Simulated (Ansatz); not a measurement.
Si15. Charge 0, multiplicity 3. Geometry r2SCAN-D4/def2-SVP, loosely relaxed, that of the neutral singlet; atoms count from 1.

```xyz
15

Si    1.624    0.822   -2.075
Si   -1.290    1.075    1.390
Si    0.968   -3.625   -0.393
Si   -0.228    1.965   -1.071
Si   -1.517   -3.454   -0.004
Si   -0.498   -2.941   -2.279
Si    0.902    4.009   -0.362
Si   -0.330   -0.538    2.939
Si   -0.020   -1.766    0.946
Si    0.914   -1.248   -1.172
Si    0.074    2.947    1.597
Si    2.021    1.871    0.000
Si   -1.429   -1.170   -0.873
Si    1.208    1.019    2.054
Si   -2.399    1.034   -0.696
```

The geometry of the charge 0 triplet is only loosely relaxed. At PBE0-D4/def2-SVP a singlet of charge 0 lies 1.26 eV below the triplet at the same geometry. The structure comes from a short search, and lower isomers may exist.

(1) Estimate the Mulliken populations from the PBE0/def2-SVP orbitals of Ansatz.

(2) Where does the spin sit?

(3) And the Mayer bond orders between bonded heavy atoms (over 0.3)?

Answers

(1) 
```json
{"atom": "Si1", "charge (e)": "0.13", "spin (α − β)": "0.21"}
{"atom": "Si2", "charge (e)": "-0.12", "spin (α − β)": "0.18"}
{"atom": "Si3", "charge (e)": "0.15", "spin (α − β)": "0.06"}
{"atom": "Si4", "charge (e)": "-0.22", "spin (α − β)": "0.10"}
{"atom": "Si5", "charge (e)": "0.13", "spin (α − β)": "0.06"}
{"atom": "Si6", "charge (e)": "0.11", "spin (α − β)": "0.10"}
{"atom": "Si7", "charge (e)": "0.15", "spin (α − β)": "0.04"}
{"atom": "Si8", "charge (e)": "0.13", "spin (α − β)": "0.18"}
{"atom": "Si9", "charge (e)": "-0.20", "spin (α − β)": "0.04"}
{"atom": "Si10", "charge (e)": "-0.15", "spin (α − β)": "0.05"}
{"atom": "Si11", "charge (e)": "-0.04", "spin (α − β)": "0.33"}
{"atom": "Si12", "charge (e)": "-0.06", "spin (α − β)": "0.06"}
{"atom": "Si13", "charge (e)": "-0.15", "spin (α − β)": "0.03"}
{"atom": "Si14", "charge (e)": "0.01", "spin (α − β)": "0.46"}
{"atom": "Si15", "charge (e)": "0.14", "spin (α − β)": "0.10"}
```
Mulliken values and Mayer orders depend strongly on the basis.

(2) Summed by element: Si 2.00, of 2 unpaired in all. Largest on single atoms: Si14 0.46, Si11 0.33, Si1 0.21.

(3) Si1–Si4 0.76 (2.40 Å); Si1–Si10 0.81 (2.37 Å); Si1–Si12 0.76 (2.36 Å); Si2–Si8 0.74 (2.43 Å); Si2–Si11 0.75 (2.33 Å); Si2–Si14 0.46 (2.58 Å); Si2–Si15 0.80 (2.36 Å); Si3–Si5 0.49 (2.52 Å); Si3–Si6 0.54 (2.48 Å); Si3–Si9 0.50 (2.50 Å); Si3–Si10 0.50 (2.50 Å); Si4–Si7 0.71 (2.44 Å); Si4–Si12 0.46 (2.49 Å); Si4–Si15 0.74 (2.39 Å); Si5–Si6 0.47 (2.55 Å); Si5–Si9 0.54 (2.45 Å); Si5–Si13 0.55 (2.45 Å); Si6–Si10 0.55 (2.47 Å); Si6–Si13 0.51 (2.45 Å); Si7–Si11 0.74 (2.38 Å); Si7–Si12 0.70 (2.44 Å); Si8–Si9 0.83 (2.36 Å); Si8–Si14 0.84 (2.36 Å); Si9–Si10 0.57 (2.37 Å); Si9–Si13 0.56 (2.38 Å); Si10–Si13 0.60 (2.36 Å); Si11–Si14 0.68 (2.28 Å); Si12–Si14 0.70 (2.37 Å); Si13–Si15 0.81 (2.41 Å). Values over 0.3 also appear between atoms too far apart for a bond (Si4–Si11 0.33 at 2.86 Å; Si11–Si12 0.32 at 2.74 Å); they arise where an orbital or an unpaired electron spreads over both atoms.
